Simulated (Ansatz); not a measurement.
Species: sum formula TaOBr, charge 0, multiplicity 3. The spin state was set by rule; other spins were not relaxed. 
Coordinates optimised at B3LYP-D3(BJ)/def2-TZVP (Ansatz, a program for electronic structure):
```xyz
3

Ta     0.6597    -0.2462     0.0118
O      1.3641     0.0423    -1.5219
Br    -1.6877     0.5039     0.3233
```
Charge 0, spin multiplicity 3.

Wanted: vertical singlet-triplet gap (E(singlet) - E(triplet); the singlet is one closed-shell determinant, which may describe it poorly; each state is the SCF solution reached for its spin; for the singlet the Hartree-Fock reference is unstable and T1 is 0.029), in kJ/mol. Valence correlation only, unless marked. UHF or UKS for open shells. No spin-orbit coupling. The frozen core is the preceding noble-gas configuration, with the filled d and f shells of earlier blocks. In def2 rows, elements after Kr have scalar-relativistic effective core potentials. Basis-set limits of correlation are two-point, X^-3; Hartree-Fock from the larger set. [CCSD(T)-MP2]/basis is that difference in the basis named.

```
level                                                          program  vertical singlet-triplet gap (kJ/mol)
-------------------------------------------------------------  -------  -------------------------------------
PBE/def2-TZVPD                                                  Ansatz                                   29.2
B3LYP/def2-TZVPD                                                Ansatz                             (withheld)
PBE0/def2-TZVPD                                                 Ansatz                                   48.9
CAM-B3LYP/def2-TZVPD                                            Ansatz                             (withheld)
SCS-MP2/def2-TZVPPD                                             Ansatz                                    5.2
RI-MP2/CBS(def2-TZVPPD,def2-QZVPPD)+[CCSD(T)-MP2]/def2-TZVPPD   Ansatz                                    0.7
```

Question: Some entries are withheld; supply them.

Answer: 
- B3LYP/def2-TZVPD, vertical singlet-triplet gap (kJ/mol): 27.0
- CAM-B3LYP/def2-TZVPD, vertical singlet-triplet gap (kJ/mol): 32.0
